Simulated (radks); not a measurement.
Results of a calculation; reference values are marked as such.
These are the eigenvalues of the occupied orbitals of an atom or ion with whole-number occupations (eV). Level of theory: non-relativistic Kohn-Sham, BLYP, spin-unpolarised, spherical densities, point nucleus (a radial shooting solver on a logarithmic mesh with Libxc functionals).

| orbital | eigenvalue |
|---|---|
| 1s | -6376.055 |
| 2s | -732.7796 |
| 2p | -628.3231 |
| 3s | -83.8874 |
| 3p | -54.0747 |
| 3d | -6.9014 |
| 4s | -4.9431 |

Which element is it, and in what charge state? The configuration may be excited.

Answer. Z = 25, manganese, charge 0: Mn in [Ar] 3d5 4s2. The list shows which subshells hold electrons but not how many an open one holds; the 1s level, -234.32 hartree, gives Z - s = 21.6 by -(Z - s)^2/2, which with screening narrows Z to a few neighbours, and the depths of the outer levels then fix element, charge and occupations together.
